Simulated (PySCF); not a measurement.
A structure optimised at PBE0-D3(BJ)/def2-TZVP, used in a PySCF frequency run:

```xyz
5

Be    -0.0167    -0.6408     0.0433
O     -0.1229    -2.0449     0.1604
H      0.0372    -2.7223    -0.4891
S      0.1357     1.2652    -0.0369
H     -1.1581     1.4023    -0.3778
```

Write its SMILES and formula.

[OH][Be][SH], BeH₂OS

What are its rotational constants (standard atomic weights)?

225.47, 3.8110, 3.7745 GHz
